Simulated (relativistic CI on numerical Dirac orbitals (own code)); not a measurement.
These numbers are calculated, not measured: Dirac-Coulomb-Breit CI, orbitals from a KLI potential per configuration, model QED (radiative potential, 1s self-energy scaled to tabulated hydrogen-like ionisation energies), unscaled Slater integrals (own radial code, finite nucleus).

CI space (outside the closed core 1s2): 2s²2p⁵, 2s2p⁶, 2s²2p⁴3s, 2p⁶3s, 2s²2p⁴3p, 2p⁶3p, 2p⁶3d, 2s²2p⁴3d, 2s2p⁵3s, 2s2p⁵3p, 2s2p⁵3d, 2s²2p⁴4s, 2s²2p⁴4p, 2s²2p⁴4d, 2s²2p⁴4f, 2s²2p³3s², 2s²2p³3s3p, 2s²2p⁴5s, 2s²2p³3s3d, 2s2p⁵4s, 2s²2p⁴5p, 2s²2p³3p², 2s²2p⁴5d, 2s²2p⁴5f, 2s²2p⁴5g, 2s2p⁵4p, 2s²2p³3p3d, 2s2p⁵4d, 2s2p⁵4f, 2s2p⁴3s², 2s²2p³3d², 2s2p⁴3s3p, 2s2p⁴3s3d, 2s2p⁴3p², 2s2p⁵5s, 2s2p⁴3p3d. Levels of other configurations are missing.

At this charge energies of transitions that change n are usually good to better than 1 %, and those within a shell (Δn = 0) to a few per cent.

Outline of the computed level scheme of Bi LXXV. Lowest level of each configuration: 2s²2p⁵ ²P°3/2 at 0.0 eV; 2s2p⁶ ²S1/2 at 2955.6 eV; 2s²2p⁴3s ⁴P5/2 at 10668.0 eV; 2s²2p⁴3p ⁴P°3/2 at 10833.4 eV; 2s²2p⁴3d ⁴D3/2 at 11676.1 eV; 2s2p⁵3s ⁴P°5/2 at 13554.5 eV; 2s2p⁵3p ⁴P3/2 at 13726.2 eV.

Some strong electric-dipole decays among the lowest 45 levels: 2s²2p⁴3d ²P3/2 → 2s²2p⁵ ²P°3/2 (3.2e+15 s⁻¹); 2s²2p⁴3d ²D5/2 → 2s²2p⁵ ²P°3/2 (2.7e+15 s⁻¹); 2s²2p⁴3d ²D5/2 → 2s²2p⁵ ²P°3/2 (1.7e+15 s⁻¹); 2s²2p⁴3d ²P1/2 → 2s²2p⁵ ²P°3/2 (1.2e+15 s⁻¹); 2s2p⁵3p ²P1/2 → 2s²2p⁵ ²P°3/2 (8.9e+14 s⁻¹); 2s2p⁵3p ²D5/2 → 2s²2p⁵ ²P°3/2 (8.3e+14 s⁻¹); 2s²2p⁴3d ⁴P1/2 → 2s²2p⁵ ²P°3/2 (6.3e+14 s⁻¹); 2s2p⁵3p ²D3/2 → 2s²2p⁵ ²P°3/2 (5.3e+14 s⁻¹).

LS names give the leading component of a level, which can be under half, so a name can repeat, a term be missing and a line seem to break the LS rules.
